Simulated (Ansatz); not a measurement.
Problem. Name a neutral molecule of Ge, Si and H with LUMO energy (ωB97M-V/def2-TZVPP) between 1.40 and 1.70 eV and size of the dipole moment (ωB97M-V/def2-TZVPP) between 0.05 and 0.35 D (Ansatz, PBE0-D4/def2-TZVP geometry).

Solution. `[GeH3][SiH2][GeH2][GeH3]` (1.47 eV, 0.20 D); `[SiH3][SiH2][GeH3]` (1.51 eV, 0.17 D); `[SiH3][GeH2][GeH2][GeH3]` (1.47 eV, 0.09 D). Other molecules can fit too; these were computed, each in one conformer that needn't be the lowest.
